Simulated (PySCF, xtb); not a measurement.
HfO₂, SMILES [O]=[Hf]=[O], multiplicity 1.

Harmonic wavenumbers (cm⁻¹) from GFN2-xTB (xtb) at its own minimum, in rising order: 174, 673, 689.

What does PBE-D3(BJ)/def2-TZVP (PySCF) give at its own minimum? (Estimate from the structure and the level; the computed values follow.)

296, 799, 881. Paired by order, the mean absolute difference is 147 cm⁻¹ and the zero-point energies are 2.2 and 2.8 kcal/mol.
